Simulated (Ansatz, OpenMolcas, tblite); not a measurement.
**SiAsNH6 (SMILES N[AsH][SiH3]): methods side by side**

The species is SiAsNH6 (9 atoms), meant as a singlet with charge 0. SMILES: `N[AsH][SiH3]`. The shape is that of a PBE0-D4/def2-TZVP optimisation. This is one conformer, not always the lowest.

```xyz
9

N    -1.1011    0.7190   -1.1456
As    0.7351    0.4381   -0.9889
Si    0.5573   -1.0647    0.8286
H    -1.3037    1.2914   -1.9543
H    -1.5253    1.1443   -0.3323
H     1.1441    1.5926   -0.0598
H     1.8895   -1.1940    1.4779
H     0.1239   -2.3933    0.3267
H    -0.4312   -0.5797    1.8306
```

Quantity: the dipole moment, in D. The values are calculated.

```csv
level,kind,program,value (D),CPU time
IPEA1-xTB,semi-empirical,tblite,2.06,under 2 s
HF/def2-SVP,Hartree–Fock,Ansatz,1.42,8.4 s
SVWN5/def2-SVP,LDA,OpenMolcas,1.54,26 s
BLYP/def2-SVP,GGA,OpenMolcas,1.39,34 s
revPBE/def2-SVP,GGA,OpenMolcas,1.45,36 s
r2SCAN/def2-SVP,meta-GGA,OpenMolcas,1.48,47 s
B3LYP/def2-SVP,global hybrid,OpenMolcas,1.39,34 s
M06-2X/def2-SVP,hybrid meta-GGA,OpenMolcas,1.42,42 s
```

All-electron rows without a relativistic Hamiltonian named are non-relativistic. The values span 1.39 to 2.06 D. Magnitudes only. CPU times are rough (shared hosts, several kinds of processor and program).
